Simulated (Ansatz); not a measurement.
BF, charge +1, doublet, geometry from GFN2-xTB (a state made from the parent by changing its charge; the spin is typed, not shown lowest); CCSD(T)/6-311G** run with Ansatz (a quantum-chemistry and plane-wave program).

Ansatz was given this input:
Ansatz 0.2 input:
```yaml
crystal:
  periodic: [false, false, false]
  atoms:
    - {symbol: B, position_ang: [-0.00000000, -0.00000000, -0.77001619]}
    - {symbol: F, position_ang: [0.00000000, 0.00000000, 0.42778677]}
basis:
  gaussian:
    orbitals: 6-311G__.json
total_charge: 1
magnetization: {spin_polarized: true, initial_magnetization: 1}
correlation: {method: ccsd_t, electrons: outside_noble_gas}
accuracy: high
```
The basis file holds 6-311G** in the JSON format of the Basis Set Exchange.

Question: Write the output that Ansatz gives for this input, abridged.

Answer: 
```
Functional definition: HF
609 factors; integrals over basis functions are off by at most 3.5e-9 eV
mean field evaluation 1: about -3360.5777 eV, gradient 4.9e1 eV
mean field evaluation 2: about -3360.5799 eV, gradient 4.9e1 eV
mean field evaluation 4: about -3368.0100 eV, gradient 2.7e0 eV
mean field evaluation 8: about -3368.1037 eV, gradient 1.4e-1 eV
mean field evaluation 16: about -3364.1450 eV, gradient 3.8e1 eV
mean field evaluation 32: about -3360.2559 eV, gradient 2.8e-4 eV
mean field -3368.10409773 eV, -123.7755426086 hartree, gradient 2.3e-8 eV, S^2 0.753710; 0 other end points of the search recorded, 0 dependent functions left out
2 core orbitals not correlated
reference -3368.10409773 eV, -123.7755426086 hartree; 5, 4 occupied and 29, 30 virtual orbitals, 609 factors
second order -6.61884995 eV of doubles, -0.00000000 eV of singles
cycle   1  -6.41696064 eV  change    2.0e-1 eV  update   7.4e-2
cycle   2  -6.60643619 eV  change   -1.9e-1 eV  update   2.3e-2
cycle   3  -6.66673059 eV  change   -6.0e-2 eV  update   1.4e-2
cycle   4  -6.65809458 eV  change    8.6e-3 eV  update   2.9e-3
cycle   5  -6.65768236 eV  change    4.1e-4 eV  update   1.2e-3
cycle   6  -6.65829678 eV  change   -6.1e-4 eV  update   4.4e-4
cycle   7  -6.65836619 eV  change   -6.9e-5 eV  update   2.0e-4
cycle   8  -6.65840579 eV  change   -4.0e-5 eV  update   5.8e-5
cycle   9  -6.65841929 eV  change   -1.3e-5 eV  update   1.7e-5
cycle  10  -6.65841137 eV  change    7.9e-6 eV  update   6.8e-6
cycle  11  -6.65841715 eV  change   -5.8e-6 eV  update   2.6e-6
cycle  12  -6.65841592 eV  change    1.2e-6 eV  update   8.6e-7
cycle  13  -6.65841636 eV  change   -4.4e-7 eV  update   3.0e-7
cycle  14  -6.65841638 eV  change   -2.6e-8 eV  update   1.0e-7
cycle  15  -6.65841630 eV  change    8.3e-8 eV  update   4.5e-8
cycle  16  -6.65841635 eV  change   -5.0e-8 eV  update   2.0e-8
cycle  17  -6.65841634 eV  change    1.2e-8 eV  update   4.5e-8
cycle  18  -6.65841633 eV  change    4.4e-9 eV  update   1.5e-8
cycle  19  -6.65841633 eV  change   -1.4e-9 eV  update   5.6e-9
cycle  20  -6.65841633 eV  change  -6.2e-10 eV  update   2.5e-9
cycle  21  -6.65841634 eV  change  -6.6e-10 eV  update  7.1e-10
perturbative correction -0.20455219 eV, -0.0075171544 hartree
Total energy: -3374.96706626 eV, -124.0277520502 hartree
```
